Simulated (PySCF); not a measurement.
SMILES Cl[Si](Cl)(Cl)[SiH2][CH2][GeH3] (CH₇Cl₃GeSi₂) (GFN2-xTB optimised geometry):

```
14

Cl     2.283    -0.059    -1.787
Si     1.599    -0.763     0.000
Cl     2.404     0.442     1.425
Cl     2.420    -2.601     0.258
Si    -0.728    -0.763     0.000
C     -1.344     1.034     0.000
Ge    -0.487     2.210    -1.340
H     -1.221    -1.442    -1.207
H     -1.272    -1.465     1.171
H     -2.420     1.046    -0.170
H     -1.182     1.480     0.982
H     -1.284     3.476    -1.465
H     -0.436     1.581    -2.692
H      0.891     2.601    -0.926
```

Method: PySCF with CAM-B3LYP/def2-TZVP.

Q: What are the frontier orbital energies and the dipole moment?

A: HOMO-2 -10.45 eV, HOMO-1 -10.14 eV, HOMO -9.72 eV, LUMO 0.32 eV, LUMO+1 0.60 eV; dipole moment 2.08 D.

Meta-Löwdin charges at CAM-B3LYP/def2-TZVP: Cl1 -0.28, Si2 0.77, Cl3 -0.28, Cl4 -0.27, Si5 0.42, C6 -0.63, Ge7 0.38, H8 -0.09, H9 -0.09, H10 0.14, H11 0.13, H12 -0.07, H13 -0.07, H14 -0.06.
